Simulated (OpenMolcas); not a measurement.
Computed levels of 4s2 4p2 in ions with 32 electrons, in cm-1 above 3P0.

```json
{
  "Program": "OpenMolcas 26.06",
  "Method": "CASSCF",
  "Basis": "ANO-R2",
  "Scalar Hamiltonian": "X2C, finite nucleus",
  "Spin-orbit coupling": "RASSI with atomic mean-field integrals over the reference wave functions, term energies averaged over their components"
}
```

Active space for each ion: 4 electrons in 8 orbitals (4s 4p 5s 5p).

| Level | As+ | Br3+ | Kr4+ |
| --- | --- | --- | --- |
| 3P1 | 894 | 2291 | 3324 |
| 3P2 | 2189 | 5112 | 7059 |
| 1D2 | 11781 | 18416 | 21803 |
| 1S0 | 20933 | 31903 | 37212 |

Q: Estimate 3P2, 1D2, 1S0 for Se2+ from its neighbours As+ and Br3+.

A: 3P2 is fine structure, which grows about as the fourth power of a screened charge, so the fourth roots are averaged: ((2189^0.25 + 5112^0.25) / 2)^4 = 3421. The calculation gives 3524, so the estimate is off by -2.9 %; the measured value is 3937 (Moore, Atomic Energy Levels, vol. II, NSRDS-NBS 35 (1971 reprint of NBS Circular 467, 1952)).
1D2 is another term, which grows about linearly with the charge: (11781 + 18416) / 2 = 15098. The calculation gives 15280, so the estimate is off by -1.2 %; the measured value is 13032 (Moore, Atomic Energy Levels, vol. II, NSRDS-NBS 35 (1971 reprint of NBS Circular 467, 1952)).
1S0 is another term, which grows about linearly with the charge: (20933 + 31903) / 2 = 26418. The calculation gives 26711, so the estimate is off by -1.1 %.

Without dynamic correlation excited terms often stand tens of per cent too high (terms of higher spin than the ground term too low), and those without a measured partner can miss by more than the paired ones (holds for As+). Terms from blocks run as CI alone lack orbitals of their own (holds for As+). The run also gave levels led by 4s 4p2 5s, 4s2 4p 5p, which use shells meant for correlation; these and all levels above them are left out (holds for As+). Active for correlation alone: 5p 5s; no level in the range computed is led by a configuration that fills them, so any true level of that kind is missing (holds for Se2+; Br3+; Kr4+). Measured partners are found by configuration, term and J. A level has none where our copy of the source lacks it or the pairing is in doubt (some pairs that miss far off the trend of their configuration count as doubtful), and it then counts in no deviation. Levels of configurations outside the active space are missing.
